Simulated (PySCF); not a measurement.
H$_{3}$GeO$_{3}$, doublet, at a GFN2-xTB geometry; R2SCAN/6-31G (PySCF).

Input for PySCF:
```python
from pyscf import gto, scf, dft

mol = gto.M(
    atom='''
O    -0.890264   -1.046493   -0.981578
Ge   -0.135613   -0.047361    0.310441
O    -0.261370    1.641596   -0.296750
O     1.619040   -0.431866    0.208358
H    -1.662828   -0.651932   -1.382051
H     0.453484    2.212240   -0.020595
H     1.809713   -1.350635    0.028302
''',
    basis='6-31g',
    charge=0,
    spin=1,
    verbose=4,
)

mf = dft.UKS(mol)
mf.xc = 'r2scan'
mf.init_guess = '1e'
mf.kernel()
```

### Question
What does PySCF print? Leave out banner, timings and long lists.

### Answer

```
PySCF version 2.14.0

[INPUT] verbose = 4
[INPUT] num. atoms = 7
[INPUT] num. electrons = 59
[INPUT] charge = 0
[INPUT] spin (= nelec alpha-beta = 2S) = 1
[INPUT] symmetry False subgroup None
[INPUT] Mole.unit = angstrom
[INPUT] Symbol           X                Y                Z      unit          X                Y                Z       unit  Magmom
[INPUT]  1 O     -0.890264000000  -1.046493000000  -0.981578000000 AA   -1.682355138560  -1.977585161274  -1.854913589898 Bohr   0.0
[INPUT]  2 Ge    -0.135613000000  -0.047361000000   0.310441000000 AA   -0.256271428931  -0.089499318986   0.586648467836 Bohr   0.0
[INPUT]  3 O     -0.261370000000   1.641596000000  -0.296750000000 AA   -0.493917717178   3.102166847182  -0.560776227465 Bohr   0.0
[INPUT]  4 O      1.619040000000  -0.431866000000   0.208358000000 AA    3.059542184716  -0.816108462511   0.393739555862 Bohr   0.0
[INPUT]  5 H     -1.662828000000  -0.651932000000  -1.382051000000 AA   -3.142289512258  -1.231972931840  -2.611697880181 Bohr   0.0
[INPUT]  6 H      0.453484000000   2.212240000000  -0.020595000000 AA    0.856960561872   4.180527721808  -0.038918909535 Bohr   0.0
[INPUT]  7 H      1.809713000000  -1.350635000000   0.028302000000 AA    3.419861934065  -2.552330244252   0.053483028777 Bohr   0.0

nuclear repulsion = 304.710903664986
number of shells = 32
number of NR pGTOs = 168
number of NR cGTOs = 60
basis = 6-31g
ecp = {}

******** <class 'pyscf.dft.uks.UKS'> ********
method = UKS
initial guess = 1e
damping factor = 0
level_shift factor = 0
DIIS = <class 'pyscf.scf.diis.CDIIS'>
diis_start_cycle = 1
diis_space = 8
diis_damp = 0
SCF conv_tol = 1e-09
SCF conv_tol_grad = None
SCF max_cycles = 50
direct_scf = True
direct_scf_tol = 1e-13
number electrons alpha = 30  beta = 29
XC library pyscf.dft.libxc version 7.1.2
    S. Lehtola, C. Steigemann, M. J. T. Oliveira, and M. A. L. Marques,  SoftwareX 7, 1–5 (2018)
XC functionals = r2scan
    J. W. Furness, A. D. Kaplan, J. Ning, J. P. Perdew, and J. Sun,  J. Phys. Chem. Lett. 11, 8208–8215 (2020)
    J. W. Furness, A. D. Kaplan, J. Ning, J. P. Perdew, and J. Sun,  J. Phys. Chem. Lett. 11, 9248–9248 (2020)
    J. W. Furness, A. D. Kaplan, J. Ning, J. P. Perdew, and J. Sun,  J. Phys. Chem. Lett. 11, 8208–8215 (2020)
    J. W. Furness, A. D. Kaplan, J. Ning, J. P. Perdew, and J. Sun,  J. Phys. Chem. Lett. 11, 9248–9248 (2020)
radial grids:
    Treutler-Ahlrichs [JCP 102, 346 (1995); DOI:10.1063/1.469408] (M4) radial grids

becke partition: Becke, JCP 88, 2547 (1988); DOI:10.1063/1.454033
pruning grids: <function nwchem_prune>
grids dens level: 3
symmetrized grids: False
atomic radii adjust function: <function treutler_atomic_radii_adjust>
small_rho_cutoff = 0
Set gradient conv threshold to 3.16228e-05
Initial guess from hcore.

tot grids = 92312
init E= -2214.14623764314
cycle= 1 E= -2041.99426821162  delta_E=  172  |g|= 7.18  |ddm|= 24.2

cycle= 2 E= -2203.39776760405  delta_E= -161  |g|= 4.45  |ddm|= 26.9
cycle= 3 E= -2298.32177152685  delta_E= -94.9  |g|=  3.7  |ddm|= 17.7

cycle= 4 E= -2231.16812126859  delta_E= 67.2  |g|= 6.85  |ddm|= 14.2

cycle= 5 E= -2268.2043881219  delta_E=  -37  |g|= 9.39  |ddm|= 8.47
cycle= 6 E= -2255.17728288401  delta_E=   13  |g|= 10.9  |ddm|= 4.28
cycle= 7 E= -2255.54246888517  delta_E= -0.365  |g|= 10.9  |ddm|= 0.17
cycle= 8 E= -2254.69830142692  delta_E= 0.844  |g|=   11  |ddm|= 0.252
cycle= 9 E= -2254.38937060446  delta_E= 0.309  |g|=   11  |ddm|= 0.112
cycle= 10 E= -2231.36864570168  delta_E=   23  |g|= 6.89  |ddm|= 5.18
cycle= 11 E= -2284.07216132695  delta_E= -52.7  |g|= 5.24  |ddm|= 17.4
cycle= 12 E= -2298.66575398149  delta_E= -14.6  |g|= 4.48  |ddm|=   13
cycle= 13 E= -2302.78154683255  delta_E= -4.12  |g|= 2.08  |ddm|= 2.99
cycle= 14 E= -2303.0353709634  delta_E= -0.254  |g|= 1.66  |ddm|= 2.12
cycle= 15 E= -2302.52790332316  delta_E= 0.507  |g|= 1.88  |ddm|= 2.04

cycle= 16 E= -2303.67603376702  delta_E= -1.15  |g|= 0.887  |ddm|= 1.61
cycle= 17 E= -2303.41729416143  delta_E= 0.259  |g|= 1.09  |ddm|=  1.4
cycle= 18 E= -2303.94931753623  delta_E= -0.532  |g|= 0.184  |ddm|= 1.06
cycle= 19 E= -2303.95833597961  delta_E= -0.00902  |g|= 0.0208  |ddm|= 0.163
cycle= 20 E= -2303.95853686825  delta_E= -0.000201  |g|= 0.00469  |ddm|= 0.0267
cycle= 21 E= -2303.9585562724  delta_E= -1.94e-05  |g|= 0.000726  |ddm|= 0.0112
cycle= 22 E= -2303.95855680297  delta_E= -5.31e-07  |g|= 0.000353  |ddm|= 0.00189
cycle= 23 E= -2303.95855690447  delta_E= -1.01e-07  |g|= 6.63e-05  |ddm|= 0.000691
cycle= 24 E= -2303.95855690846  delta_E= -3.98e-09  |g|= 2.14e-05  |ddm|= 0.000154
cycle= 25 E= -2303.95855690874  delta_E= -2.8e-10  |g|= 8.67e-06  |ddm|= 3.47e-05
Extra cycle  E= -2303.95855690865  delta_E= 8.82e-11  |g|= 1.8e-05  |ddm|= 2.41e-05
converged SCF energy = -2303.95855690865  <S^2> = 0.7528708  2S+1 = 2.0028687
```
